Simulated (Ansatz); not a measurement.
Consider the ligand exchange at a Ge–C bond: `CS[CH2][GeH3]` + `B[SeH]` → `B[Se][GeH3]` + `CSC`.

Program: Ansatz. Geometries: PBE0-D4/def2-TZVP. ΔE: electronic, gas phase. CCSD(T)/CBS adds triple-zeta CCSD(T) − MP2 to the extrapolated MP2 energy (def2 sets, frozen cores). Functionals use def2-TZVPP. For Ge, Se outer-core shells are correlated without core-valence functions, which leaves a few kJ/mol of doubt a bond. Scalar relativity is left out up to krypton. Each species was taken in one conformer, which may not be the lowest.

`CS[CH2][GeH3]`:

Cartesian coordinates in Å:
```
C 0.921 1.739 -0.080
S -0.783 1.403 0.375
C -1.036 -0.178 -0.453
Ge -0.189 -1.698 0.465
H 1.026 1.828 -1.163
H 1.184 2.694 0.376
H 1.600 0.973 0.295
H -2.115 -0.345 -0.458
H -0.716 -0.111 -1.495
H -0.863 -1.889 1.832
H 1.311 -1.431 0.676
H -0.342 -2.984 -0.370
```

`B[SeH]`:

```xyz
5

B     0.210    0.148    0.584
Se   -0.923    0.358   -0.925
H     1.055   -0.688    0.604
H     0.013    0.899    1.487
H    -0.355   -0.718   -1.749
```

`B[Se][GeH3]`:

Cartesian coordinates in Å:
```
B 1.002 0.080 1.546
Se -0.201 -1.213 0.834
Ge -0.791 -0.105 -1.176
H 1.252 1.086 0.958
H 1.487 -0.179 2.603
H -1.817 0.993 -0.865
H -1.409 -1.159 -2.105
H 0.476 0.497 -1.794
```

`CSC`:

Cartesian coordinates in Å:
```
C 0.749 -0.001 -1.147
S 0.406 1.082 0.243
C -0.735 0.038 1.155
H 1.210 -0.934 -0.817
H 1.448 0.523 -1.799
H -0.160 -0.219 -1.711
H -0.258 -0.896 1.461
H -1.032 0.588 2.049
H -1.628 -0.182 0.566
```

| level | ΔE (kJ/mol) |
| --- | --- |
| BLYP | -75.9 |
| MP2/def2-SVP | -67.2 |
| HF/def2-TZVPP | -84.0 |
| SCS-MP2/def2-QZVPP | -71.3 |

Task: What does CCSD(T)/CBS give? (An estimate is asked.)

Result: Computed: -68.9 kJ/mol. The listed levels differ from it by -7.0, 1.7, -15.1, -2.4 kJ/mol.

Largest T1 diagnostic among the species: 0.013.

The D4 term adds +3.2 kJ/mol with B3LYP and +1.9 kJ/mol with PBE0; it sums over pairs of atoms, weighted by their polarisabilities, and B3LYP, whose exchange is more repulsive, gets the larger term. In def2-TZVPP, CCSD(T) changes the Hartree–Fock value by +16.3 kJ/mol (the triples alone add +1.4 kJ/mol) and MP2 by +13.9 kJ/mol. At CCSD(T), def2-SVP lies +4.7 kJ/mol from the extrapolated value and def2-TZVPP +1.1 kJ/mol.

CCSD(T)/CBS has its own doubt, a few kJ/mol and more with outer-core shells, so smaller differences from it don't rank the levels.

B3LYP here is the variant with VWN-RPA as its local correlation; programs differ in this.
